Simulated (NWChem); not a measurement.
System: BCl

Input file for NWChem:

```
start job
memory heap 200 mb stack 900 mb global 1100 mb
geometry units angstroms noautosym nocenter noautoz
  B      0.000000     0.000000    -1.290223
  Cl     0.000000     0.000000     0.429027
end
basis spherical
  * library pcsseg-1
end
dft
  xc pbe0
  iterations 150
end
property
  shielding
end
task dft property
```

The geometry was optimised at PBE0/def2-SVP.

GIAO values for the isolated, static molecule; σ is the absolute isotropic shielding, δ = σ(reference) − σ with the isolated reference molecule computed at the same levels (11B: boron trifluoride).

Atoms are numbered as in the input.

Problem. What results follow from this input? (PBE0/pcSseg-1, GIAO.) Quantities: δ B1 (ppm); σ Cl2 (ppm).

Solution. The δ B1 (ppm) comes out as 114.7 and the σ Cl2 (ppm) comes out as 246.3.
